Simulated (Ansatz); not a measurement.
Ansatz (a program for electronic structure) input for C₄H₁₀Si₂, SMILES C=C1CC[Si@H]1[SiH3], PBE/def2-SVPD. The structure is a stationary point at B3LYP-D3(BJ)/def2-SVP. The geometry has at least one imaginary mode, so it is a saddle point at that level. The structure was generated by enumeration; whether it is a known compound was not checked.

Ansatz 0.2 input:
```yaml
crystal:
  periodic: [false, false, false]
  atoms:
    - {symbol: C, position_ang: [-1.66598519, 0.56723299, 1.83937550]}
    - {symbol: C, position_ang: [-1.25710087, 0.22067988, 0.61717081]}
    - {symbol: C, position_ang: [-1.82096599, 0.62599856, -0.75261825]}
    - {symbol: C, position_ang: [-0.75759272, -0.00170388, -1.71837872]}
    - {symbol: Si, position_ang: [0.14173614, -0.75383948, -0.20069168]}
    - {symbol: Si, position_ang: [2.31089208, 0.02284231, 0.25965612]}
    - {symbol: H, position_ang: [-1.15402390, 0.21068567, 2.73903172]}
    - {symbol: H, position_ang: [-2.53217945, 1.22272075, 1.99738306]}
    - {symbol: H, position_ang: [-2.82381301, 0.19404085, -0.91427964]}
    - {symbol: H, position_ang: [-1.92042652, 1.71927292, -0.86583039]}
    - {symbol: H, position_ang: [-0.17525022, 0.74977678, -2.27186894]}
    - {symbol: H, position_ang: [-1.17397183, -0.71265412, -2.44650835]}
    - {symbol: H, position_ang: [0.08573627, -2.24400925, -0.07093190]}
    - {symbol: H, position_ang: [2.67465964, -0.24842448, 1.68354755]}
    - {symbol: H, position_ang: [2.36251993, 1.49799144, 0.02975231]}
    - {symbol: H, position_ang: [3.32982249, -0.62868552, -0.61909376]}
basis:
  gaussian:
    orbitals: def2-SVPD
hamiltonian:
  xc: {name: PBE}
```

Output:

```
WARN ansatz: RAYON_NUM_THREADS=2 ignored (pool sized by the plan → 2); use --threads N
Functional definition: PBE
integrals: 0.17 GiB planned
1772 factors; their error is unknown
mean field: 1.11 GiB planned
mean field evaluation 1: about -20029.9455 eV, gradient 6.9e1 eV
mean field evaluation 2: about -19988.1724 eV, gradient 1.4e2 eV
mean field evaluation 4: about -20042.0499 eV, gradient 2.0e1 eV
mean field evaluation 8: about -20043.1424 eV, gradient 1.0e-1 eV
mean field evaluation 16: about -20043.0590 eV, gradient 2.3e-4 eV
mean field -20043.05895444 eV, -736.5688309023 hartree, gradient 4.0e-5 eV, S^2 0.000000; 0 other end points of the search recorded, 0 dependent functions left out
reference -20043.05901225 eV, -736.5688330268 hartree; 31, 31 occupied and 177, 177 virtual orbitals, 1772 factors
Total energy: -20043.05901225 eV, -736.5688330268 hartree
```

The run converged.

Cost: very roughly 5 core-seconds.
